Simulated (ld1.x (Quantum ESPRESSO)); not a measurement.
**Transferability test, TM potential for tellurium (Te)**

* Element: Te (Z = 52)
* Generator: ld1.x (Quantum ESPRESSO) 7.5
* Type: norm-conserving Troullier–Martins (Kleinman–Bylander form)
* Functional: Wu–Cohen
* Relativity: scalar-relativistic
* Frozen core: [Kr]
* Valence charge: 16
* Reference configuration: 4d10 5s2 5p4
* Partial waves: 5s (bound): rc 1.50 bohr; 5p (bound): rc 2.05 bohr; 4d (bound): rc 1.05 bohr
* Local potential: the d channel
* Core correction: a·sin(br)/r model core, default radius (core density twice the valence density)

Energies are relative to the spin-unpolarised reference configuration 4d10 5s2 5p4; without spin polarisation the order of configurations can differ from experiment.

Give the all-electron excitation energy and the error of the potential for: 4d10 5s2 5p3; 4d10 5s2 5p2; 4d10 5s2 5p1; 4d9 5s2 5p5; 4d10 5s1 5p5; 4d10 5s2 5p4.3; 4d10 5s2 5p3.5.

| valence configuration | charge | ΔE all-electron (eV) | error AE − PS (meV) |
| --- | --- | --- | --- |
| 4d10 5s2 5p3 | +1 | 9.761 | -1.2 |
| 4d10 5s2 5p2 | +2 | 27.754 | -0.6 |
| 4d10 5s2 5p1 | +3 | 54.750 | +3.4 |
| 4d9 5s2 5p5 | 0 | 38.176 | -358 |
| 4d10 5s1 5p5 | 0 | 9.295 | -4.4 |
| 4d10 5s2 5p4.3 | -0.3 | -1.471 | +0.5 |
| 4d10 5s2 5p3.5 | +0.5 | 3.909 | -0.7 |

Levels in the configuration 4d10 5s2 5p2:

```tsv
level	all-electron (eV)	pseudo (eV)
4d	-60.960	-60.789
5s	-32.847	-32.829
5p	-22.390	-22.382
```

Note: ghost states, extra bound levels that the all-electron valence spectrum of the same l lacks: s at -197.0 eV, p at -87.3 eV. A true bound ghost makes a file unfit for plane-wave use.
